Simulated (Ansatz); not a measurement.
Relaxation of BF2H5Si (9 atoms, charge 0, multiplicity 1), to a largest force component of 0.03 eV/Å in at most 50 steps.

These are results of Ansatz 0.2.0, RHF/def2-SVP, not measurements.

```xyz
9
Properties=species:S:1:pos:R:3:forces:R:3
B -0.030 0.436 -0.032 -0.06 0.41 -0.03
H 0.079 0.817 1.084 0.01 0.59 -0.23
F 1.019 0.198 -0.778 0.02 -0.01 -0.01
F -1.207 0.285 -0.583 0.01 0.01 0.01
Si 0.125 -2.514 1.095 0.00 -0.52 0.13
H -0.591 -2.897 -0.141 -0.01 0.04 0.00
H 1.536 -2.946 1.007 0.01 0.00 0.03
H -0.534 -3.112 2.278 0.02 -0.07 -0.03
H 0.080 -1.056 1.269 0.01 -0.44 0.12
```

Task: Where does it end, and by what steps?

Result: It converged. The force dipped under the threshold on the way, but the program's further checks kept it going. After 31 steps the energy has fallen by 0.366 eV; H2 moved furthest, 1.16 Å.

| step | energy less start (eV) | largest force component (eV/Å) | accepted |
| --- | --- | --- | --- |
| 0 | 0.0000 | 0.588 | yes |
| 2 | -0.1834 | 1.248 | yes |
| 4 | -0.3382 | 0.330 | yes |
| 6 | -0.3542 | 0.046 | yes |
| 8 | -0.3552 | 0.236 | no |
| 10 | -0.3558 | 0.097 | yes |
| 12 | -0.3568 | 0.120 | yes |
| 14 | -0.3591 | 0.200 | yes |
| 16 | -0.3604 | 0.097 | yes |
| 18 | -0.3618 | 0.101 | yes |
| 20 | -0.3626 | 0.043 | yes |
| 22 | -0.3611 | 0.409 | no |
| 24 | -0.3623 | 0.289 | no |
| 26 | -0.3648 | 0.119 | yes |
| 28 | -0.3658 | 0.023 | yes |
| 30 | -0.3661 | 0.037 | yes |
| 31 | -0.3663 | 0.026 | yes |

```xyz
9
Properties=species:S:1:pos:R:3
B -0.023 1.002 -0.290
H 0.399 1.770 0.511
F 0.680 -0.031 -0.667
F -1.201 1.162 -0.824
Si 0.127 -2.940 1.290
H -0.502 -3.177 -0.029
H 1.597 -2.865 1.143
H -0.223 -4.046 2.211
H -0.378 -1.665 1.855
```

Whether the end is a true minimum wasn't checked by a vibrational analysis.

Time of the run: 37 s on 1 thread of Arm Neoverse V2, with other jobs on the host, peak memory 0.14 GiB.
